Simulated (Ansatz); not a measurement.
Wavefunction ladder for `NBBr`

Z-matrix (Å, degrees):
```
N
B 1 1.380
H 1 1.006 2 123.3
H 1 1.006 2 122.1 3 180.0
Br 2 1.931 1 119.6 3 -0.0
H 2 1.190 1 122.0 3 180.0
```

The species carries charge 0 and has multiplicity 1. Correlated methods include outer-core shells of Br, which these sets cover unevenly. Scalar relativity is left out up to krypton. The geometry is a stationary point of PBE0-D4/def2-TZVP. It is one conformer, not always the lowest. Frozen core, restricted reference, Ansatz 0.2.0.

| basis | HF (Eh) | MP2 corr. | CCSD corr. | (T) | CCSD(T) total |
| --- | --- | --- | --- | --- | --- |
| def2-SVP | -2653.00777 | -0.48750 | -0.50892 | -0.01283 | -2653.52952 |
| def2-TZVPP | -2653.41609 | -0.59208 | -0.61240 | -0.02247 | -2654.05096 |
| def2-QZVPP | -2653.46931 | -0.93200 | – | – | – |
